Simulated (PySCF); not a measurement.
Ga(H)(Br)(NMe2) (C2H7BrGaN), SMILES [Br][GaH][N](C)C.

The structure is a stationary point at PBE0-D3(BJ)/def2-SVP. Other conformers were not sampled.

The numbers are results of PBE0-D3(BJ)/def2-SVP run with PySCF 2.14.0, not measurements.

Frequencies are harmonic and unscaled.

Computed harmonic wavenumbers and intensities:
```csv
mode,ν (cm⁻¹),IR (km/mol),moving atoms (share of kinetic energy)
1,79,0.1,"C 46 %, H 25 %, Ga 19 %, Br 10 %"
2,100,1.8,"C 31 %, Br 27 %, Ga 25 %, H 13 %"
3,178,5.5,"H 63 %, N 33 %"
4,239,0.2,H 97 %
5,250,4.3,"C 36 %, Br 26 %, H 18 %, N 17 %"
6,287,7.4,"H 60 %, N 35 %"
7,318,21.0,"Ga 41 %, Br 21 %, C 20 %, H 11 %"
8,336,14.5,"C 37 %, Ga 30 %, H 26 %"
9,446,32.5,H 93 %
10,586,97.5,"H 45 %, C 25 %, N 15 %, Ga 15 %"
11,598,47.6,"H 74 %, C 15 %"
12,1029,99.0,"C 39 %, H 39 %, N 21 %"
13,1090,2.5,"H 75 %, C 24 %"
14,1112,0.0,"H 80 %, C 20 %"
15,1161,0.8,"H 69 %, C 20 %, N 11 %"
16,1268,80.5,"N 60 %, C 31 %, H 10 %"
17,1308,23.6,"N 40 %, H 37 %, C 22 %"
18,1429,1.5,"H 86 %, C 14 %"
19,1448,1.9,H 97 %
20,1455,19.0,"H 82 %, C 18 %"
21,1459,10.3,H 97 %
22,1477,22.7,H 96 %
23,1500,1.0,H 95 %
24,2045,109.0,H 99 %
25,2988,59.6,H 97 %
26,2994,135.0,H 97 %
27,3048,77.2,"H 91 %, C 9 %"
28,3057,2.2,"H 90 %, C 10 %"
29,3129,15.1,"H 91 %, C 9 %"
30,3150,5.4,"H 91 %, C 9 %"
```
